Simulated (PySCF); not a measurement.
Two species compared at the same levels of theory.

First species: C4H4Cl2N2O2.
InChI=1S/C4H4Cl2N2O2/c5-3(6)1-9-4-7-2-10-8-4/h2-3H,1H2

Second species: 4-chlorobutanal, C4H7ClO.
InChI=1S/C4H7ClO/c5-3-1-2-4-6/h4H,1-3H2

Levels: B3LYP/def2-SVPD for dipole moment, HOMO energy, LUMO energy, HOMO–LUMO gap, static isotropic polarisability and electronic spatial extent ⟨r²⟩ about the centre of nuclear charge; TDDFT B3LYP/def2-SVPD for lowest singlet excitation; PBE0-D3(BJ)/def2-SVP for rotational constant A and rotational constant C. Geometries: PBE0-D3(BJ)/def2-SVP. Each structure is a single optimised conformer of the isolated species, non-relativistic unless stated; the electronic structure was computed with PySCF and density fitting.

The conformers computed, where there is a choice (atom-mapped SMILES and torsion angles):
- `[Cl:1][CH:2]([Cl:3])[CH2:4][O:5][c:6]1[n:7][cH:8][o:9][n:10]1`: Cl1–C2–C4–O5 -177°, C2–C4–O5–C6 -74°, C4–O5–C6–N7 5°
- `[O:1]=[CH:2][CH2:3][CH2:4][CH2:5][Cl:6]`: O1–C2–C3–C4 -1°, C2–C3–C4–C5 -69°, C3–C4–C5–Cl6 -61°

```csv
property,column X,column Y
dipole moment,2.35 D,2.99 D
HOMO energy,-7.48 eV,-7.93 eV
LUMO energy,-1.24 eV,-1.50 eV
HOMO–LUMO gap,6.24 eV,6.43 eV
lowest singlet excitation,4.35 eV,5.91 eV
static isotropic polarisability,66.3 au,94.1 au
electronic spatial extent ⟨r²⟩ about the centre of nuclear charge,854 bohr²,2225 bohr²
rotational constant A,5.387 GHz,2.060 GHz
rotational constant C,1.455 GHz,0.473 GHz
```

Q: Which column belongs to which species?

A: Column X is the second species and column Y the first. The first has 14 atoms and 92 electrons, the second 13 and 56.

Q: How does each property change from the first species to the second?

A: dipole moment -0.64 D; HOMO energy +0.45 eV; LUMO energy +0.26 eV; HOMO–LUMO gap -0.19 eV; lowest singlet excitation -1.56 eV; static isotropic polarisability -27.8 au; electronic spatial extent ⟨r²⟩ about the centre of nuclear charge -1371 bohr²; rotational constant A +3.327 GHz; rotational constant C +0.982 GHz.

On the first: The principal polarisabilities are 75.1, 92.0 and 115.4 au; their mean is the isotropic value. S1 lies 0.52 eV below the HOMO–LUMO gap; its leading configuration is HOMO→LUMO, weight 0.92.

On the second: No computed singlet falls in the visible range (750 to 380 nm, 1.65 to 3.26 eV); S1 lies 1.09 eV above its blue end. In atomic units the dipole is 0.93 e·bohr (1 au = 2.5417 D).
